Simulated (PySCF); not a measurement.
Delta-SCF ions had no search for a lower state. Excitations are Tamm–Dancoff values on a coarser integration grid. The basis has no diffuse functions, so Rydberg states are missing or too high.

Cartesian coordinates (Å):
SMILES: S[SiH3]
```xyz
6

Si    -0.5166     0.0992     0.0445
S      1.3442    -0.8600     0.4746
H     -0.4568     1.5567     0.3217
H     -0.9211    -0.1024    -1.3698
H     -1.4970    -0.5480     0.9484
H      2.0460    -0.1441    -0.4201
```
Charge 0, multiplicity 1.

**Question.** Give the vertical ionisation energy (Delta-SCF), S1 excitation (TDA) and S1 oscillator strength at the level PBE0-D3(BJ)/def2-TZVP (PySCF).

**Answer.** 
| Property | Result |
|---|---|
| vertical ionisation energy (Delta-SCF) | 9.84 eV |
| S1 excitation (TDA) | 6.18 eV |
| S1 oscillator strength | 0.009 |
